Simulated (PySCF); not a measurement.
Cl4Te, SMILES Cl[Te-](Cl)(Cl)Cl, charge -1, multiplicity 2.

Geometry optimised at PBE-D3(BJ)/def2-SVPD. The def2 effective core potentials stand for the cores of Te; spin–orbit coupling is left out.

All values below come from PBE-D3(BJ)/def2-SVPD (PySCF).

Frequencies are harmonic and unscaled.

Modes within 1.5 cm⁻¹ of each other (mostly degenerate sets) share a row, with their intensities summed.

Computed normal modes with their intensities:
```
mode  ν (cm⁻¹)  IR (km/mol)  moving atoms (share of kinetic energy)
----  --------  -----------  --------------------------------------
1           26          9.1                        Te 53 %, Cl 47 %
2           33          0.0                                Cl 100 %
3–4         92          0.0                        Cl 88 %, Te 12 %
5          110          0.0                                Cl 100 %
6          230          0.0                                Cl 100 %
7–8        261        401.2                        Cl 60 %, Te 40 %
9          264          0.0                                Cl 100 %
```
